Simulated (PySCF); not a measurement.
NICS in isomers of C8H14NP.

Probes without a nucleus sit at each ring's centroid and 1 Å off its mean plane on both sides; NICS is minus the shielding there, NICSzz its component along the normal. Level: GIAO PBE0/pcSseg-1 (PySCF, non-relativistic, gas phase) on the GFN2-xTB geometries, one conformer each. Atom numbers follow the mapped SMILES.

Question: Order these rings by mean NICS(1)zz, lowest (most negative) first (ppm).
A. ring C8–C9–C10 in `[CH3:1][CH:2]([CH3:3])[P:4]([CH2:5][C:6]#[N:7])[CH:8]1[CH2:9][CH2:10]1`
B. ring N3–C4–P5–C6–C10 in `[CH3:1][CH2:2][n:3]1[cH:4][p:5][c:6]([CH:7]([CH3:8])[CH3:9])[cH:10]1`
C. ring N6–C7–C8–C9–C10 in `[CH3:1][CH2:2][P:3]([CH2:4][CH3:5])[n:6]1[cH:7][cH:8][cH:9][cH:10]1`
D. ring C6–C7–C8–C9–C10 in `[CH3:1][P:2]([CH2:3][C:4]#[N:5])[CH:6]1[CH2:7][CH2:8][CH2:9][CH2:10]1`
E. ring N4–C5–C6–C7–C8 in `[CH:1]1=[CH:2][P:3]([N:4]2[CH2:5][CH2:6][CH2:7][CH2:8]2)[CH2:9][CH2:10]1`

Answer: C (-28.7), B (-25.8), A (-22.6), E (-7.7), D (-3.4).

| SMILES | ring | NICS(0) | NICS(1) | NICS(1)zz | HOMA | rms pucker (Å) | ring atoms with four or more neighbours |
| --- | --- | --- | --- | --- | --- | --- | --- |
| CCP(CC)n1cccc1 | 5-membered ring with N; formal bonds all aromatic | -12.3 | -10.4 | -28.7 | 0.85 | 0.00 | 0 |
| CCn1cpc(C(C)C)c1 | 5-membered ring with N and P; formal bonds all aromatic | -12.2 | -10.7 | -25.8 | 0.82 | 0.00 | 0 |
| CC(C)P(CC#N)C1CC1 | 3-membered carbocycle; formal bonds all single | -43.7 | -8.6 | -22.6 | – | 0.00 | 3 |
| C1=CP(N2CCCC2)CC1 | 5-membered ring with N; formal bonds all single | -7.6 | -4.6 | -7.7 | – | 0.17 | 4 |
| CP(CC#N)C1CCCC1 | 5-membered carbocycle; formal bonds all single | -5.5 | -4.0 | -3.4 | – | 0.18 | 5 |

NICS(0) gives another order. The isotropic NICS(1) gives another order. HOMA uses Krygowski's 1993 parameters; it is left out where a ring has a four-coordinate atom, a triple bond, no multiple bond or a kind of bond without parameters. NICS(1) and NICS(1)zz are means over the two faces.
